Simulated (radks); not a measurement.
Removal energies from neutral iodine, [Kr] 4d10 5s2 5p5, by Delta-SCF beside the eigenvalue of the level emptied. All-electron calculation, scalar-relativistic Kohn-Sham, PBE, spin-polarised, spherical densities, finite nucleus; Fermi nuclear charge, rms radius of each element as measured or else 0.836 A^(1/3) + 0.57 fm. Program: a radial shooting solver on a logarithmic mesh with Libxc functionals. Open shells are filled with parallel spins first.

removed from             final configuration  Delta-SCF (eV)  -eigenvalue (eV)
5p                         [Kr] 4d10 5s2 5p4          10.553             6.749
5s                         [Kr] 4d10 5s1 5p5          21.516            17.072
4d                          [Kr] 4d9 5s2 5p5          57.915            50.208
4p            [Ar] 3d10 4s2 4p5 4d10 5s2 5p5          136.02            127.52
